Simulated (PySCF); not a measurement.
Species: C3H7BClP.
Geometry (PBE0-D3(BJ)/def2-SVP, Å), atoms numbered from 1 in this order:
```xyz
13
C3H7BClP angstrom
C     -1.9182   -0.9077    0.6695
C     -0.9220   -0.0716    0.9620
Cl    -0.1085   -0.2045    2.5033
C     -0.3650    0.9985    0.0852
B      1.1016    0.8229   -0.4611
P      2.3211   -0.4993    0.0791
H     -2.4280   -0.8217   -0.2928
H     -2.2436   -1.6808    1.3669
H     -1.0193    1.1399   -0.7941
H     -0.3876    1.9725    0.6126
H      1.5273    1.6819   -1.2005
H      1.5044   -1.6544    0.2104
H      2.9469   -0.7923   -1.1630
```

Theory: PBE0-D3(BJ)/def2-SVP geometry optimisation, gas phase in PySCF.

Take the most abundant isotopes and a rigid rotor. The values belong to one conformer with, in the numbering `[CH2:1]=[C:2]([Cl:3])[CH2:4][BH:5][PH2:6]`, C1–C2–C4–B5 -112°, C2–C4–B5–P6 -9°, C4–B5–P6–H 40° and 142°.

Q: Give the principal moments of inertia and the rotational constants in MHz.

A: Ia = 160.49, Ib = 338.28, Ic = 407.83 u·Å²; 505379 MHz·u·Å²/I gives A = 3149, B = 1494, C = 1239 MHz.

Q: What kind of rotor is it?

A: An asymmetric top. Ray's parameter κ = (2B − A − C)/(A − C) = -0.733; −1 is the prolate and +1 the oblate limit.

Q: What does the inertial defect say?

A: Not planar: Δ = Ic − Ia − Ib = -90.94 u·Å². For a rigid frame Δ = −2 Σ m c², so Σ m c² = 45.47 u·Å² lies off the ab plane: 13.04 from hydrogen and 32.43 from heavier atoms. The atom farthest from that plane is 1.83 Å away.

Q: Give the other two planar moments, Paa and Pbb, and the rms extents of the mass along the axes.

A: Paa = Σ m a² = (Ib + Ic − Ia)/2 = 292.81 and Pbb = Σ m b² = (Ia + Ic − Ib)/2 = 115.02 u·Å². With the mass M = 120.01 u, the rms extents √(P/M) along a, b and c are 1.56, 0.98, 0.62 Å.

Q: List the rotational levels J(Ka,Kc) to J = 2 (MHz).

A: Above 0(0,0):
J = 1: 1(0,1) 2733, 1(1,1) 4388, 1(1,0) 4643
J = 2: 2(0,2) 8172, 2(1,2) 9600, 2(1,1) 10364, 2(2,1) 15329, 2(2,0) 15356

Q: Which types of transition are allowed, and where do some lines up to J = 3 fall?

A: The dipole components are |μa| = 0.17 D, |μb| = 1.89 D, |μc| = 0.57 D. The squared components, which scale the intensities, stand as 0.01 : 1.00 : 0.09 (a : b : c). Some of the stronger lines:

| type | branch | J(Ka,Kc) | MHz | lower level (cm⁻¹) |
| --- | --- | --- | --- | --- |
| b | Q | 2(1,1) ← 2(0,2) | 2192 | 0.273 |
| b | Q | 3(1,2) ← 3(0,3) | 2663 | 0.543 |
| b | R | 3(1,2) ← 2(2,1) | 3599 | 0.511 |
| b | R | 2(0,2) ← 1(1,1) | 3784 | 0.146 |
| b | R | 1(1,1) ← 0(0,0) | 4388 | 0.000 |
| b | Q | 3(2,1) ← 3(1,2) | 4735 | 0.631 |
| b | Q | 2(2,0) ← 2(1,1) | 4992 | 0.346 |
| b | Q | 2(2,1) ← 2(1,2) | 5729 | 0.320 |
| b | Q | 3(2,2) ← 3(1,3) | 6128 | 0.580 |
| b | R | 3(0,3) ← 2(1,2) | 6665 | 0.320 |
| b | R | 2(1,2) ← 1(0,1) | 6867 | 0.091 |
| b | Q | 3(3,0) ← 3(2,1) | 8796 | 0.789 |
| b | Q | 3(3,1) ← 3(2,2) | 8928 | 0.785 |
| b | R | 2(2,1) ← 1(1,0) | 10686 | 0.155 |
| b | R | 2(2,0) ← 1(1,1) | 10968 | 0.146 |
| b | R | 3(2,2) ← 2(1,1) | 13165 | 0.346 |
| b | R | 3(2,1) ← 2(1,2) | 14063 | 0.320 |
| b | R | 3(3,1) ← 2(2,0) | 17100 | 0.512 |
| b | R | 3(3,0) ← 2(2,1) | 17129 | 0.511 |

Q: Estimate the classical rotational partition function at 10 K, 50 K and 500 K.

A: Point group C1, symmetry number σ = 1; q = (√π/σ)·√((kT/h)³/(ABC)), k/h = 20836.6 MHz/K: 2210 at 10 K, 24700 at 50 K, 781000 at 500 K.

No frequency check. These are rigid-rotor constants of the computed structure; measured ground-state constants (B0) also hold zero-point vibration. Quadrupole hyperfine structure (11B, 35Cl) is left out.
